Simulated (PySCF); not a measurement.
## Adding and removing an electron: GeTe

PW91; PySCF, scalar-relativistic core potentials, basis sets Ge cc-pVDZ-PP with ECP10, Te cc-pVDZ-PP with ECP28. Neutral (UKS): singlet (closed shell), Re = 2.380 Å, ωe = 313 cm⁻¹, De = 4.71 eV, HOMO -6.05 eV, LUMO -3.25 eV.

GeTe⁺ (UKS): doublet (π ↑), Re = 2.530 Å, ωe = 254 cm⁻¹, De = 3.67 eV to Ge⁺ + Te. The energies at the minima are -562.86464 hartree for GeTe and -562.53673 for GeTe⁺.

**Question.** Work out the adiabatic ionisation energy, without and with harmonic zero-point energies (1 hartree = 27.2114 eV, 1 eV = 8065.5 cm⁻¹), and the change of the bond length.

**Answer.** At PW91: 0.32791 hartree = 8.923 eV between the minima; the zero-point term (254.0 − 313.0)/2 cm⁻¹ = -0.004 eV makes it 8.919 eV. Re changes by +15.0 pm against the neutral. Minus the HOMO energy is 6.05 eV, -2.87 eV from the value between the minima; self-interaction puts the Kohn–Sham level too high, less so with exact exchange. The electron leaves a π orbital, and the longer bond of the ion fits a bonding orbital, or a change in how ionic the bond is.

Spin–orbit coupling is left out, which matters for elements this heavy, above all for dissociation energies. For an ion De counts to the pair picked by the measured ionisation energies or electron affinities, which need not be the lowest pair at this level. States were picked by a PBE0 search and need not be the measured ground states.
